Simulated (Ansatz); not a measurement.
Born–Oppenheimer molecular dynamics of BFH$_{6}$N$_{2}$ (10 atoms, charge 0, multiplicity 1). It starts at the highest image of a converged band. Of that band: The profile has 2 maxima (images 2, 4) with wells between them (image 3): this band takes more than one step, which may be the mechanism or a detour left from its start path. Neighbouring images differ by up to 2.3 eV, so the band resolves the path poorly. A vibrational analysis at the climbing image gives one clearly imaginary mode, 1631i cm⁻¹: a first-order saddle point.

Theory: RKS B3LYP/6-31G* in Ansatz 0.2.0.

```yaml
ensemble: NVE (velocity Verlet)
time_step: 0.5 fs
steps_asked: 200
starting_velocities_drawn_for: 300 K
seed: 2287
```

First frame:

```xyz
10
Properties=species:S:1:pos:R:3
B -0.135 0.314 0.151
N -0.143 0.135 1.723
H -0.830 -0.503 2.119
H 0.776 0.001 2.138
F 1.113 0.301 -0.391
N -1.197 -0.383 -0.546
H -2.143 -0.264 -0.201
H -1.193 -0.254 -1.553
H -0.441 1.774 0.335
H -0.401 1.334 1.300
```

**Question.** How far do the bonds stretch over the last three quarters of this one trajectory? (Pairs bonded in most of those frames.)

**Answer.** 
```tsv
bond	mean (Å)	spread (Å)	shortest	longest
B1–N2	1.447	0.041	1.37	1.52
B1–F5	1.358	0.013	1.33	1.38
B1–N6	1.431	0.015	1.40	1.45
N2–H3	1.020	0.013	0.99	1.05
N2–H4	1.024	0.021	0.99	1.06
N6–H7	1.014	0.022	0.97	1.06
N6–H8	1.014	0.028	0.97	1.07
H9–H10	0.745	0.024	0.71	0.78
```

Mean temperature of the second half: 2085 K. The conserved energy stayed within 0.31 meV per atom of its start (net change -0.012 meV per atom), so the integration is sound. The kinetic energy rose, since the run started high on the potential surface and went downhill. It ends in pieces (BFH4N2 + H2), so much of that is their flight and rotation, not heat. A run of 0.1 ps of so small a system gives no equilibrium averages. The orbitals stay closed-shell, which can raise the energy where a bond breaks towards radicals; this wasn't checked here.

Run time: 7.7 min on 1 thread of Arm Neoverse V1 (shared host), peak memory 0.13 GiB.
